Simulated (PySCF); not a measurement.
## C6H9O: g tensor and hyperfine couplings

C₆H₉O (doublet state).
Cartesian coordinates in Å at the GFN2-xTB level; atoms count from 1:
```
atom  x, y, z in Å
C1     0.583    1.780   -0.188
C2    -0.016    0.554   -0.006
C3     0.671   -0.606    0.332
C4     2.137   -0.654    0.560
C5    -1.505    0.528   -0.182
C6    -2.135   -0.803   -0.515
O7    -2.169    1.532   -0.077
H8    -0.023    2.635   -0.424
H9     1.645    1.921   -0.107
H10    0.125   -1.521    0.487
H11    2.475   -1.677    0.699
H12    2.411   -0.079    1.448
H13    2.679   -0.216   -0.280
H14   -1.562   -1.324   -1.278
H15   -3.153   -0.640   -0.861
H16   -2.170   -1.421    0.380
```

The hyperfine couplings belong to this conformer and change with its torsions.

As a line formula: `[CH](C)C(=C)C(=O)C` [radical].

Method: UKS B3LYP, pcH-1 on C H O, non-relativistic, mean-field spin-orbit, GIAO in PySCF 2.14.0. Isolated species at its GFN2-xTB geometry (one conformer only). A GFN2-xTB geometry isn't a minimum of the functional, and hyperfine couplings can be far from their values at a DFT geometry. The frame is twisted about the C2–C5 bond at this geometry (dihedral C1–C2–C5–O7 = -22°); couplings at other torsion angles weren't computed. No stability test was run, so a lower SCF solution isn't excluded. ⟨S²⟩ is 0.782 where a pure state has 0.75.

```
g1, g2, g3                      : 2.00213, 2.00249, 2.00274
g_iso                           : 2.00246
Form of g                       : rhombic: the two nearest values differ by 41 % of g3 − g1
⟨S²⟩                            : 0.7816 (exact 0.7500)
HOMO–LUMO gap, α and β orbitals : 4.27, 4.48 eV
Total energy                    : -309.24966 Eh
```

Isotropic coupling and dipolar principal values T1 to T3, in mT (MHz turned into mT with g_iso):

| atom | isotope | a_iso | T1 | T2 | T3 | Mulliken spin population |
| --- | --- | --- | --- | --- | --- | --- |
| C1 | 13C | 1.91 | -1.83 | -1.76 | 3.59 | 0.69 |
| C2 | 13C | -1.69 | -0.99 | 0.40 | 0.60 | -0.26 |
| C3 | 13C | 2.04 | -1.88 | -1.81 | 3.69 | 0.67 |
| C4 | 13C | -0.78 | -0.03 | -0.01 | 0.04 | -0.06 |
| C5 | 13C | 0.24 | -0.05 | 0.00 | 0.05 | 0.02 |
| C6 | 13C | 0.03 | -0.02 | 0.00 | 0.02 | 0.00 |
| O7 | 17O | 0.09 | -0.21 | -0.17 | 0.38 | -0.03 |
| H8 | 1H | -1.50 | -0.90 | -0.02 | 0.91 | -0.03 |
| H9 | 1H | -1.43 | -0.78 | -0.04 | 0.82 | -0.03 |
| H10 | 1H | -1.54 | -0.92 | -0.01 | 0.92 | -0.03 |
| H11 | 1H | 0.14 | -0.11 | -0.10 | 0.21 | 0.00 |
| H12 | 1H | 2.67 | -0.13 | -0.07 | 0.19 | 0.03 |
| H13 | 1H | 1.92 | -0.14 | -0.05 | 0.19 | 0.03 |
| H14 | 1H | 0.03 | -0.07 | -0.06 | 0.13 | 0.00 |
| H15 | 1H | 0.01 | -0.03 | -0.03 | 0.06 | 0.00 |
| H16 | 1H | 0.02 | -0.06 | -0.05 | 0.11 | 0.00 |

Largest spin populations (Mulliken): C1 (+0.69), C3 (+0.67) and C2 (-0.26). The positive populations add up to 1.44 and the negative ones to -0.44, together 2S = 1. The angles at C1 add up to 360.0°, so it is planar; its axial dipolar tensor and the negative couplings of its protons fit spin in a p orbital normal to that plane.

Axes: g2 points within 15° of the C3–C4 bond and g3 points within 14° of the C1–C2 bond.

Under fast tumbling the dipolar parts average out, and these isotropic splittings remain: 3 × 1H (H11/H12/H13, I = 1/2, 4 lines) with 1.57 mT, 1 × 1H (H10, I = 1/2, 2 lines) with 1.54 mT, 1 × 1H (H8, I = 1/2, 2 lines) with 1.50 mT and 1 × 1H (H9, I = 1/2, 2 lines) with 1.43 mT.

Class means assume fast exchange of nuclei equivalent by connectivity; if that motion is slow, each nucleus keeps its own coupling. The three 1H nuclei of mean +44.1 MHz run from 3.8 to 74.9 MHz in the frozen geometry.

The 13C coupling of C3 (57.0 MHz) shows only in satellite lines or after enrichment, since that isotope makes up about 1.07 % of natural carbon.

The spin density at the nucleus, in bohr⁻³, is negative for C2 (-0.0422), C4 (-0.0195) and H10 (-0.0096), for instance. A restricted open-shell determinant has no negative spin density anywhere; here it arises because α and β orbitals differ (spin polarisation).

Hardware: one thread, Arm Neoverse N1 (aarch64), shared host. Cost: 93 s wall (grids of density and orbitals included), 0.97 GiB resident at most.
